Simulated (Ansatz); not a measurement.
Reactions of `F[Si](F)(F)[SiH3]`.

Gas-phase electronic energies from Ansatz, PBE0-D4/def2-TZVP geometries. CBS: MP2 limit from def2 TZ/QZ plus the TZ coupled-cluster correction, frozen cores. This one scheme is used for every species, atoms too. No spin–orbit coupling; open shells (•) take unrestricted orbitals. Elements past krypton have def2 core potentials. For In outer-core shells are correlated without core-valence functions, so the limit isn't a true one: a few kJ/mol of doubt a bond, and 10 to 20 or more in all where bonds break to atoms. One conformer a species, not always the lowest.

(1) Order these by ΔE at CCSD(T)/CBS, lowest first. (Estimate.)
A. `F[Si](F)(F)[SiH3]` + `CC[SiH2]O` → `CC[SiH2]O[SiH3]` + `F[SiH](F)F`
B. `F[Si](F)(F)[SiH3]` → `F[SiH2][SiH](F)F`
C. `F[Si](F)(F)[SiH3]` + `N[SiH](O)O` → `O[SiH](O)N[Si](F)(F)F` + SiH₄
D. `F[Si](F)(F)[SiH3]` + CH₃SH → `CS[Si](F)(F)F` + SiH₄
E. `F[Si](F)(F)[SiH3]` + `[CH3][InH][CH3]` → `[CH3][InH][CH2][SiH3]` + `F[SiH](F)F`
F. `F[Si](F)(F)[SiH3]` → H• + `F[Si](F)(F)[SiH2]`•
G. `F[Si](F)(F)[SiH3]` + `CB(C)Cl` → `F[Si](F)([SiH3])Cl` + `CB(C)F`
H. `F[Si](F)(F)[SiH3]` + H₂ → `F[SiH](F)[SiH3]` + H–F

Largest T1 diagnostic: 0.014, for `F[Si](F)(F)[SiH2]`•.

Results:

(1) A (-116.6 kJ/mol), C (-96.5 kJ/mol), D (-66.8 kJ/mol), E (-24.8 kJ/mol), G (+3.1 kJ/mol), B (+48.5 kJ/mol), H (+141.2 kJ/mol), F (+395.2 kJ/mol).
